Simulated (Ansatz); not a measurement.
A nudged elastic band was laid between two geometries of FH + FH3OSi (8 atoms, charge 0, multiplicity 1).

All numbers below come from Ansatz, RKS PBE0-D4/def2-SVP.

| Item | Value |
| --- | --- |
| movable images | 7 |
| climbing image | yes |
| spring | 5.0 eV/Å² |
| optimiser | quadratic models (default) |
| start path | through a guess of the saddle point |
| force threshold | 0.05 eV/Å |
| iteration limit | 60 |
| end points | relaxed |

Image 0:

```xyz
8
Properties=species:S:1:pos:R:3
Si -0.268 -0.225 -0.007
H -0.583 -0.661 1.374
O 1.380 -0.001 -0.222
H 1.949 -0.770 -0.105
H -0.918 1.024 -0.447
F -0.723 -1.436 -0.983
F 1.173 1.949 1.429
H 1.567 1.368 0.808
```

Image 8:

```xyz
8
Properties=species:S:1:pos:R:3
Si -0.231 0.415 -0.635
H 1.777 -0.307 2.584
O 1.295 -0.142 -0.771
H 1.679 -0.625 -0.032
H -0.552 1.245 -1.802
F -1.286 -0.792 -0.499
F -0.392 1.266 0.728
H 1.288 0.189 2.274
```

What changes between the two ends?

Bonds broken: Si1–H2, F7–H8. Bonds formed: Si1–F7, H2–H8. FH + FH3OSi becomes F2H2OSi + H2.

What energy profile does the band end with?

The run converged. The highest image is number 3 of 0 to 8, 28.1 kcal/mol above the first end and 51.4 kcal/mol above the last; the last end lies 23.3 kcal/mol below the first. Neighbouring images differ by up to 1.5 eV, so the band resolves the path poorly. A vibrational analysis at the climbing image gives one clearly imaginary mode, 1000i cm⁻¹: a first-order saddle point. The orbitals stay closed-shell, which can raise the energy where a bond breaks towards radicals; this wasn't checked here.

| image | path coordinate (Å) | energy (kcal/mol) | Si1–H2 (Å) | F7–H8 (Å) | Si1–F7 (Å) |
| --- | --- | --- | --- | --- | --- |
| 0 | 0.00 | 0.0 | 1.48 | 0.94 | 2.98 |
| 1 | 1.09 | 4.2 | 1.48 | 0.93 | 2.72 |
| 2 | 2.18 | 8.1 | 1.50 | 0.93 | 2.71 |
| 3 | 3.27 | 28.1 | 1.68 | 1.19 | 1.89 |
| 4 | 4.35 | -6.4 | 2.45 | 1.88 | 1.63 |
| 5 | 5.42 | -20.8 | 3.30 | 2.42 | 1.61 |
| 6 | 6.49 | -22.7 | 3.89 | 2.48 | 1.61 |
| 7 | 7.57 | -23.0 | 3.83 | 2.47 | 1.61 |
| 8 | 8.64 | -23.3 | 3.86 | 2.52 | 1.61 |

What is the geometry of the highest image?


```xyz
8
Properties=species:S:1:pos:R:3
Si 0.212 0.200 -0.013
H -0.182 -0.106 1.595
O 1.760 -0.136 -0.457
H 1.838 -0.987 -0.904
H -0.658 1.125 -0.757
F -0.523 -1.235 -0.328
F 0.840 1.625 1.049
H 0.291 0.762 1.663
```

The run took 4 min on 1 thread of Arm Neoverse V2 (shared host), peak memory 0.15 GiB.
